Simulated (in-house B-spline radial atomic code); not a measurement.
Cd⁺. Computed with a B-spline radial atomic code. Model: all-electron spherical atom, spin shells full or empty, radial basis limit, no spin-orbit coupling: exact exchange with a local potential (Slater, KLI or optimised effective potential, whose far tail is KLI's), no correlation.

Empty minority-spin level lies below the highest occupied level: each spin potential is zero at infinity, spin occupations fixed.

Exchange potential has not reached -1/r at the last radius.

The run also made RPA and GW results, which its time includes.

The Slater potential averages the orbital exchange potentials with the orbital densities as weights, KLI adds orbital constants, and the optimised effective potential minimises the exact-exchange energy among local potentials. So their energies lie above Hartree-Fock in the order OEP, KLI, Slater. All fall off as −1/r, unlike LDA and GGA exchange.

Command:
```bash
python run_gw.py task.json out
```
Settings (nuclear radius in fm, other lengths in bohr, energies in hartree):
```
Z                      48
electrons              47
configuration          [Kr] 4d10 5s1
hamiltonian            x2c
method                 slater
lmax                   9
rms_radius             4.6087
spin_polarised         True
box_radius             23.78
intervals              104
ion_configuration      [Kr] 4d10
```

Cost of the run: 19 s on 1 thread of Intel(R) Xeon(R) Platinum 8488C (Sapphire Rapids), on a shared host.

Given: hamiltonian one-electron scalar X2C; mean-field start Slater potential.

Computed: energy above Hartree-Fock 426.24 millihartree.

```
radius (bohr)  r times exchange potential up (hartree bohr)  r times exchange potential down (hartree bohr)
      0.00104                                     -0.057911                                       -0.057901
      0.00132                                     -0.073354                                        -0.07334
      0.00166                                     -0.091993                                       -0.091976
       0.0021                                      -0.11588                                        -0.11586
      0.00265                                      -0.14536                                        -0.14533
      0.00334                                      -0.18161                                        -0.18158
      0.00422                                       -0.2266                                        -0.22656
      0.00532                                             ?                                               ?
      0.00672                                      -0.34578                                        -0.34572
      0.00849                                             ?                                               ?
       0.0107                                      -0.50709                                        -0.50701
       0.0135                                      -0.59988                                        -0.59979
       0.0171                                      -0.69601                                        -0.69592
       0.0216                                      -0.78362                                        -0.78355
       0.0272                                      -0.85014                                        -0.85008
       0.0344                                      -0.88427                                        -0.88425
       0.0434                                      -0.89423                                        -0.89423
       0.0548                                      -0.94063                                        -0.94055
       0.0691                                       -1.0665                                         -1.0662
       0.0873                                       -1.2348                                         -1.2344
         0.11                                       -1.3718                                         -1.3715
        0.139                                       -1.4179                                         -1.4177
        0.176                                       -1.3859                                         -1.3858
        0.222                                       -1.4782                                         -1.4773
         0.28                                       -1.7027                                         -1.7015
        0.353                                       -1.8553                                         -1.8546
        0.446                                       -1.8041                                         -1.8049
        0.563                                       -1.5372                                         -1.5378
        0.711                                        -1.539                                         -1.5347
        0.898                                       -1.7384                                         -1.7351
         1.13                                       -1.8008                                         -1.7987
         1.43                                       -1.6717                                          -1.679
         1.81                                       -1.4253                                         -1.4637
         2.28                                       -1.2078                                         -1.2676
         2.88                                       -1.0892                                         -1.1358
         3.64                                       -1.0394                                         -1.0654
         4.59                                       -1.0172                                         -1.0326
```

(1) What belongs in the row 0.00532?

(2) What belongs in the row 0.00849?

```csv
occupied,level (hartree),Hartree-Fock level (hartree)
1s up,-981.85,-986.91
1s down,-981.85,-986.9
2s up,-147.56,-150.03
2s down,-147.56,-150.03
2p up,-133.04,-134.47
2p down,?,?
3s up,-28.46,-29.622
3s down,-28.458,-29.617
3p up,-23.618,-24.374
3p down,-23.616,-24.373
3d up,?,?
3d down,-15.937,-16.156
4s up,-4.6084,-5.0603
4s down,-4.606,-5.0519
4p up,-3.1683,-3.4324
4p down,-3.1669,-3.4323
4d up,-1.0831,-1.0373
4d down,-1.0863,-1.0316
5s up,-0.67678,-0.57763
```

(3) What belongs in the row 2p down?

(4) What belongs in the row 3d up?

```csv
empty,level (hartree)
5s down,-0.69306
5p down,?
5p up,-0.43837
6s down,?
6s up,-0.25361
5d down,-0.21989
5d up,-0.21585
6p down,-0.19707
6p up,-0.19424
```

(5) What belongs in the row 5p down?

(6) What belongs in the row 6s down?

Answers

(1) r times exchange potential up (hartree bohr): -0.28068; r times exchange potential down (hartree bohr): -0.28063.

(2) r times exchange potential up (hartree bohr): -0.42188; r times exchange potential down (hartree bohr): -0.42181.

(3) level (hartree): -133.04; Hartree-Fock level (hartree): -134.47.

(4) level (hartree): -15.939; Hartree-Fock level (hartree): -16.155.

(5) level (hartree): -0.45147.

(6) level (hartree): -0.25676.

The highest level, 5s up, differs from Hartree-Fock by -2.7 eV and the deepest, 1s up, by +137 eV: the Slater potential lacks the response part and is deeper than the optimised one throughout, so the top level comes too deep.
